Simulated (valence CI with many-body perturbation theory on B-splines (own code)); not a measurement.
## Ladder of approximations for Au⁵⁶⁺

Calculated by relativistic CI+MBPT: five valence electrons over a frozen Dirac-Fock core [Ar], radial functions for each j: 7 s, 7 p, 8 d, 6 f, 4 g, 1 h, with the one-electron correlation potential Σ1, the two-electron term Σ2, the three-electron term Σ3, Breit, model QED; selected CI, second order for the rest (own B-spline code, finite nucleus).

The last digits are not significant, and no measured levels were compared; by estimate large intervals hold to a few tenths of a per cent, small ones and those within an open d or f shell to about a per cent. The list stops below the first excitations out of the core. Only levels of the ground parity were solved; by the run's estimate the other parity begins above the list, which can be wrong where configurations are misplaced.

Each rung adds one term. CI alone is the Dirac-Coulomb CI over the frozen core; QED comes last and gives the full result, which names the levels. Energies are above (3d3/2^4 3d5/2) J=5/2 on the same rung, in eV.

Levels are named by their leading jj configuration (3d3/2^4 stands for four electrons in 3d with j = 3/2), which in mixed levels can hold well under half, so a name can repeat and another be missing. Letters in brackets count levels of one name in rising energy.

| Level | CI alone |
| --- | --- |
| (3d3/2^3 3d5/2^2) J=5/2 [a] | 83.71 |
| (3d3/2^3 3d5/2^2) J=7/2 [a] | 97.22 |
| (3d3/2^3 3d5/2^2) J=11/2 | 99.95 |
| (3d3/2^3 3d5/2^2) J=3/2 [a] | 98.73 |
| (3d3/2^3 3d5/2^2) J=9/2 | 105.61 |
| (3d3/2^3 3d5/2^2) J=5/2 [b] | 109.54 |
| (3d3/2^3 3d5/2^2) J=7/2 [b] | 114.46 |
| (3d3/2^3 3d5/2^2) J=1/2 | 113.71 |
| (3d3/2^3 3d5/2^2) J=3/2 [b] | 133.23 |
| (3d3/2^2 3d5/2^3) J=5/2 [a] | 179.00 |
| (3d3/2^2 3d5/2^3) J=7/2 [a] | 189.82 |
| (3d3/2^2 3d5/2^3) J=11/2 | 191.33 |
| (3d3/2^2 3d5/2^3) J=9/2 [a] | 193.18 |
| (3d3/2^2 3d5/2^3) J=13/2 | 198.15 |
| (3d3/2^2 3d5/2^3) J=1/2 [a] | 197.30 |
| (3d3/2^2 3d5/2^3) J=3/2 [a] | 198.66 |

Q: What do these energies become with core correlation, Breit and QED?

A: (3d3/2^3 3d5/2^2) J=5/2 [a] 83.33 (-0.379); (3d3/2^3 3d5/2^2) J=7/2 [a] 95.64 (-1.577); (3d3/2^3 3d5/2^2) J=11/2 96.75 (-3.206); (3d3/2^3 3d5/2^2) J=3/2 [a] 97.94 (-0.784); (3d3/2^3 3d5/2^2) J=9/2 103.20 (-2.408); (3d3/2^3 3d5/2^2) J=5/2 [b] 107.60 (-1.938); (3d3/2^3 3d5/2^2) J=7/2 [b] 112.25 (-2.213); (3d3/2^3 3d5/2^2) J=1/2 112.33 (-1.375); (3d3/2^3 3d5/2^2) J=3/2 [b] 132.03 (-1.194); (3d3/2^2 3d5/2^3) J=5/2 [a] 177.72 (-1.285); (3d3/2^2 3d5/2^3) J=7/2 [a] 187.34 (-2.475); (3d3/2^2 3d5/2^3) J=11/2 187.45 (-3.889); (3d3/2^2 3d5/2^3) J=9/2 [a] 189.74 (-3.441); (3d3/2^2 3d5/2^3) J=13/2 192.69 (-5.459); (3d3/2^2 3d5/2^3) J=1/2 [a] 195.66 (-1.635); (3d3/2^2 3d5/2^3) J=3/2 [a] 196.88 (-1.775).

Q: How does the ionisation energy move along the ladder, and which term matters most?

A: CI alone 5582.6, + Σ1 5584.9, + Σ2 5596.0, + Σ3 5596.2, + Breit 5593.6, + QED 5593.6 eV. The largest step is Σ2, 11.1 eV. NIST lists 5594 ± 5 eV (theoretical).
